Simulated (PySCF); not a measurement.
# Exact simulation of a proton spin system

Molecule: SMILES [H]/N=C(\C)COC(F)F, C4H7F2NO.

Bonds: C1-C2 1.496 Å, C2-N3 1.257 Å, C2-C4 1.516 Å, C4-O5 1.427 Å, O5-C6 1.347 Å, C6-F7 1.342 Å, C6-F8 1.363 Å. C1 carries H9, H10, H11; N3 carries H12; C4 carries H13, H14; C6 carries H15.

[PySCF 2.14.0 with density-fitted response routines: couplings computed with B3LYP/pcJ-1 (spin–dipole term only in couplings to heteroatoms); coordinates at the GFN2-xTB level; PBE0/pcSseg-1 with gauge-including orbitals; gas phase; relativity neglected; one averaged value for each set of equivalent atoms; single conformer]

Referencing at the same level of theory: $^{1}$H (31.72 ppm) vs TMS.

Shifts (ppm): F7/F8 -95.7, H13/H14 4.38, H15 6.31.
Couplings (Hz): F7–F8: 133.6; F7–H13, F7–H14, F8–H13, F8–H14: 1.4; F7–H15, F8–H15: 81.0; H13–H14: -11.9; H13–H15, H14–H15: -0.2.

The 5-spin Hamiltonian (Zeeman plus full scalar coupling among like nuclei) was diagonalised exactly; lines are Lorentzian, 1.0 Hz wide, and the maxima above 3 % are listed with the tallest set to 100.

(1) Give the $^{1}$H peak list of this spin system at 90 MHz.

(2) And at 500 MHz?

Answers

(1) 
δ in ppm (height): 7.210 (22), 6.310 (43), 5.410 (22), 4.395 (57), 4.380 (100), 4.365 (57)

(2) 
δ in ppm (height): 6.472 (22), 6.310 (43), 6.148 (22), 4.383 (57), 4.380 (100), 4.377 (57)

OH and NH positions are those of a molecule without intermolecular hydrogen bonds; in solution they move with solvent, concentration and temperature, and exchange usually removes their couplings.
